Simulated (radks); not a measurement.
The numbers below are computed, except where a source is named.
As31+, 2 electrons, occupied as [He].

Level of theory: scalar-relativistic Kohn-Sham, r2SCAN, spin-polarised, spherical densities, finite nucleus; meta-GGA in the generalised Kohn-Sham scheme; Fermi nuclear charge, rms radius 4.0968 fm (a radial shooting solver on a logarithmic mesh with Libxc functionals).

Energy parts (hartree):
total: -1084.39152
kinetic: 1116.78797
electron-nucleus: -2221.95368
Hartree: 41.68772
exchange-correlation: -20.91353

Orbitals (lengths in bohr, moments of r in powers of bohr; r(max) is where P^2 peaks):
| orbital | occ. | eigenvalue (hartree) | r(max) | <r^2> | <r^4> |
|---|---|---|---|---|---|
| 1s | 2 | -524.8836 | 0.02964 | 0.002731 | 0.00001899 |

The highest occupied level is 1s at -14282.8 eV. For comparison, the ionisation energy in NIST's Atomic Spectra Database is 14447.7 eV (theoretical). In exact Kohn-Sham theory the highest level is minus the ionisation energy, but local and semilocal functionals leave it too shallow, through self-interaction and a potential that decays too fast; potentials with the right tail come closer. Summed over all electrons, <r^2> = 0.005462 bohr^2, which gives a Langevin (diamagnetic) susceptibility term of -0.00433 x 10^-6 cm^3/mol.
